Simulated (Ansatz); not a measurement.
`CN1C[SiH2]1` → `[CH2]` (triplet) + `C1N[SiH2]1` at 600 K and 1 bar (formal loss of a carbene).

Program: Ansatz. Geometries: PBE0-D4/def2-TZVP. ΔE: electronic, gas phase. CCSD(T)/CBS adds triple-zeta CCSD(T) − MP2 to the extrapolated MP2 energy (def2 sets, frozen cores). This one scheme is used for every species. Triplets are unrestricted, without spin–orbit coupling.

```
          species  CCSD(T)/CBS energy (Eh)  H − E (kJ/mol)  S (J/(mol·K))
    `CN1C[SiH2]1`               -424.04679           280.9          385.3
`[CH2]` (triplet)                -39.09499            66.5          220.8
     `C1N[SiH2]1`               -384.79623           195.0          330.8
```

H − E and S are ideal-gas, rigid-rotor, harmonic terms from PBE0-D4/def2-TZVP, for one conformer and one mirror image of each species, with the whole ground term of open shells counted as degenerate. 1 Eh = 2625.50 kJ/mol, R = 8.31446 J/(mol·K).

By hand: ΔE, ΔH, ΔS and ΔG.

ΔE = (-39.09499) + (-384.79623) − (-424.04679) = 0.15557 Eh = 408.4 kJ/mol. Δ(H − E) = 66.5 + 195.0 − 280.9 = -19.4, so ΔH = 389.0 kJ/mol. ΔS = 220.8 + 330.8 − 385.3 = 166.3 J/(mol·K). ΔG = 389.0 − 600 × (166.3)/1000 = 289.2 kJ/mol.

By hand: the equilibrium constant, and the temperature at which ΔG would vanish if ΔH and ΔS stayed fixed.

log₁₀ K = −ΔG/(RT ln 10) = -25.2. ΔG = 0 at ΔH/ΔS = 2339 K.

The number of gas molecules changes by +1, which sets the sign of ΔS. A doubt of 5 kJ/mol in ΔE shifts log₁₀ K by 0.4 here. Other conformers and mirror images would add mixing entropy, several J/(mol·K) or more a flexible species. A triplet takes part, so the spin changes. These are equilibria of isolated gas molecules and say nothing of rates. Largest T1 diagnostic: 0.012 (customary marks: 0.02 for closed shells, 0.045 for open ones).
